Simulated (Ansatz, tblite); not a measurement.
Forces on Ir4 at its r2SCAN-D4/def2-SVP geometry. Total charge 0; singlet.

In the def2 sets Ir takes a core potential; there is no spin–orbit coupling. The xTB rows come from tblite. The restricted singlet is unstable towards broken spin symmetry in Hartree–Fock (as tested in another run); at PBE-D4/def2-TZVP this wasn't settled. At PBE-D4/def2-TZVP an occupied level of the charge 0 singlet lies above an empty one (by up to 0.07 eV), so this SCF solution is probably not the lowest. No other spin state of charge 0 was run. Another isomer (quintet) lies 1.68 eV lower at PBE0-D4/def2-TZVP; other spin states weren't run for this one.

GFN1-xTB (tblite), largest force 5.84 eV/Å:

```xyz
4
positions Å, forces eV/Å
Ir    0.396    0.259   -0.263   -2.836   -4.084    3.056
Ir   -1.822   -0.399    0.790    3.459   -0.441   -0.868
Ir    0.116   -1.730    0.875   -1.383    2.859   -1.067
Ir    1.310    1.869   -1.403    0.760    1.666   -1.121
```

GFN2-xTB (tblite), largest force 2.36 eV/Å:

```
Ir 0.020 0.201 -0.112
Ir 0.425 -1.312 0.556
Ir -1.555 -0.566 0.793
Ir 1.110 1.677 -1.237
```

PBE-D4/def2-TZVP (Ansatz), largest force 0.56 eV/Å:

```
Ir -0.378 -0.309 0.283
Ir -0.073 0.169 -0.066
Ir 0.222 -0.186 0.027
Ir 0.230 0.326 -0.245
```
